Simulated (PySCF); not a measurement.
From one molecule to another.

First species: 2-ethylacrolein, C5H8O.
InChI=1S/C5H8O/c1-3-5(2)4-6/h4H,2-3H2,1H3

Second species: C₈H₇P.
SMILES: `Cc1ccc(C#P)cc1`

Levels: CAM-B3LYP/def2-SVPD for dipole moment, HOMO energy, LUMO energy, HOMO–LUMO gap, static isotropic polarisability and electronic spatial extent ⟨r²⟩ about the centre of nuclear charge; TDDFT CAM-B3LYP/def2-SVPD for lowest singlet excitation; TDA CAM-B3LYP/def2-SVPD for lowest triplet excitation (Tamm–Dancoff); GFN2-xTB for rotational constant A and rotational constant C. Geometries: GFN2-xTB. All species are isolated and taken at one optimised geometry, non-relativistic unless stated. Electronic properties by PySCF.

Dipoles, sizes and rotational constants follow the conformer. The torsions of the flexible species, by atom-mapped SMILES:
- `[CH2:1]=[C:2]([CH:3]=[O:4])[CH2:5][CH3:6]`: C1–C2–C3–O4 -179°, C1–C2–C5–C6 -101°

```json
{"property": "dipole moment", "column X": "2.33 D", "column Y": "3.04 D"}
{"property": "HOMO energy", "column X": "-7.58 eV", "column Y": "-9.07 eV"}
{"property": "LUMO energy", "column X": "-0.78 eV", "column Y": "-0.70 eV"}
{"property": "HOMO–LUMO gap", "column X": "6.80 eV", "column Y": "8.37 eV"}
{"property": "lowest singlet excitation", "column X": "3.86 eV", "column Y": "3.86 eV"}
{"property": "lowest triplet excitation (Tamm–Dancoff)", "column X": "2.61 eV", "column Y": "3.33 eV"}
{"property": "static isotropic polarisability", "column X": "127.5 au", "column Y": "64.7 au"}
{"property": "electronic spatial extent ⟨r²⟩ about the centre of nuclear charge", "column X": "1805 bohr²", "column Y": "617 bohr²"}
{"property": "rotational constant A", "column X": "5.568 GHz", "column Y": "4.188 GHz"}
{"property": "rotational constant C", "column X": "0.583 GHz", "column Y": "2.139 GHz"}
```

Which column belongs to which species?

Column X is the second species and column Y the first. The first has 14 atoms and 46 electrons, the second 16 and 70.

How does each property change from the first species to the second?

dipole moment -0.71 D; HOMO energy +1.49 eV; LUMO energy -0.08 eV; HOMO–LUMO gap -1.57 eV; lowest singlet excitation 0.00 eV; lowest triplet excitation (Tamm–Dancoff) -0.72 eV; static isotropic polarisability +62.8 au; electronic spatial extent ⟨r²⟩ about the centre of nuclear charge +1188 bohr²; rotational constant A +1.380 GHz; rotational constant C -1.556 GHz.

On the first: The dipole matches unit charges of opposite sign 0.63 Å apart (1 e·Å = 4.8032 D). S1 lies 4.51 eV below the HOMO–LUMO gap; its leading configuration is HOMO→LUMO, weight 0.93.

On the second: S1 lies 2.94 eV below the HOMO–LUMO gap; its leading configuration is HOMO→LUMO+1, weight 0.65. The principal polarisabilities are 70.3, 104.6 and 207.6 au; their mean is the isotropic value. GFN2-xTB frequencies show an imaginary mode (33i cm⁻¹), so this geometry is no minimum at that level.
